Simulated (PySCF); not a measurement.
Species: CH3BClO, net charge 0, doublet state. It need not be the lowest isomer of its formula. 
Structure (B3LYP-D3(BJ)/def2-TZVP (Ansatz) minimum search):
```
C
H 1 1.0882
H 1 1.0882 2 109.70
H 1 1.0888 2 110.30 3 121.69
O 1 1.4402 2 107.79 3 -117.15
B 5 1.3179 1 127.35 2 -121.28
Cl 6 1.7707 5 126.54 1 0.01
```
Charge 0, spin multiplicity 2.

Dispersion corrections to the total energy (kcal/mol) from the dftd3 and dftd4 libraries through PySCF: D3(BJ) without and D4 with the three-body term, each with the damping fitted for the functional named.

```tsv
functional	D3(BJ)	D4
r2SCAN	[?]	-0.69
LC-wPBE	[?]	-3.21
BLYP	-6.32	-6.52
CAM-B3LYP	-2.28	-2.43
BP86	[?]	-3.83
HF	-24.12	-10.85
HSE06	-1.91	-2.24
```

Complete the blanks.


- r2SCAN, D3(BJ): -0.79
- LC-wPBE, D3(BJ): -2.75
- BP86, D3(BJ): -4.70
